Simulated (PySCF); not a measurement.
PySCF 2.14 output of an unrestricted PBE calculation on a single atom or ion in aug-cc-pwCVDZ-PP with ECP28MDF (6s5p4d1f, 48 functions), with a scalar-relativistic core potential:

```
SCF conv_tol = 1e-09
number electrons alpha = 13  beta = 9
    J. P. Perdew, K. Burke, and M. Ernzerhof.,  Phys. Rev. Lett. 77, 3865 (1996)
    J. P. Perdew, K. Burke, and M. Ernzerhof.,  Phys. Rev. Lett. 78, 1396 (1997)
    J. P. Perdew, K. Burke, and M. Ernzerhof.,  Phys. Rev. Lett. 77, 3865 (1996)
    J. P. Perdew, K. Burke, and M. Ernzerhof.,  Phys. Rev. Lett. 78, 1396 (1997)
cycle= 1 E= -266.157408844865  delta_E= -0.00636  |g|= 0.0331  |ddm|= 1.66
cycle= 2 E= -266.157545589582  delta_E= -0.000137  |g|= 0.0206  |ddm|= 0.26
cycle= 3 E= -266.157471906933  delta_E= 7.37e-05  |g|= 0.00135  |ddm|= 0.155
cycle= 4 E= -266.157461920406  delta_E= 9.99e-06  |g|= 0.00078  |ddm|= 0.0501
cycle= 5 E= -266.157459089198  delta_E= 2.83e-06  |g|= 4.71e-05  |ddm|= 0.0158
cycle= 6 E= -266.15745908222  delta_E= 6.98e-09  |g|= 4.01e-06  |ddm|= 0.00085
cycle= 7 E= -266.157459082185  delta_E= 3.52e-11  |g|= 5.82e-07  |ddm|= 5.33e-05
converged SCF energy = -266.157459082185  <S^2> = 6.0008424  2S+1 = 5.000337
```

The run itself started from symmetry-adapted Hartree-Fock orbitals and held the occupation by maximum overlap, on a logarithmic radial grid, so the iterations belong to that start.

Task: Which element, charge and spin multiplicity is this?

Result: Te²⁺ (tellurium, charge +2), multiplicity 5; the state was [Kr] 4d10 5s1 5p2 6s1, high-spin 5P determinant (an excited configuration).

Energies and moments cover only the electrons outside the core potential. The outer electron is Rydberg-like, and this basis confines it to a smaller radius and binds it less than a complete one would.
